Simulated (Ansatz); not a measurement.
A structure relaxed at PBE-D4/def2-SVP in Ansatz, charge 0, singlet:

Cartesian coordinates in Å:
```
Si -0.055 -0.037 -0.080
N -0.265 1.508 0.685
C -0.325 2.546 1.302
O -0.396 3.568 1.893
N 1.239 -0.852 0.742
C 2.155 -1.315 1.381
O 3.050 -1.783 1.997
C 0.441 0.237 -1.862
H 0.615 -0.732 -2.372
H 1.373 0.833 -1.922
H -0.355 0.781 -2.410
C -1.623 -1.032 0.129
H -2.478 -0.521 -0.359
H -1.864 -1.163 1.203
H -1.512 -2.037 -0.327
```

Task: Give its formula, name or SMILES and point group.

Result: Si(NCO)2Me2 (C4H6N2O2Si). Point group C2v (tolerance 0.1 Å).

Task: Summarise the bond lengths by kind (pairs closer than 1.2 times the sum of covalent radii, bridged metal pairs left out).

Result: 2 × N–Si 1.74 Å; 2 × C–Si 1.87 Å; 2 × C–N 1.21 Å; 2 × C–O 1.18 Å; 6 × C–H 1.11 Å.
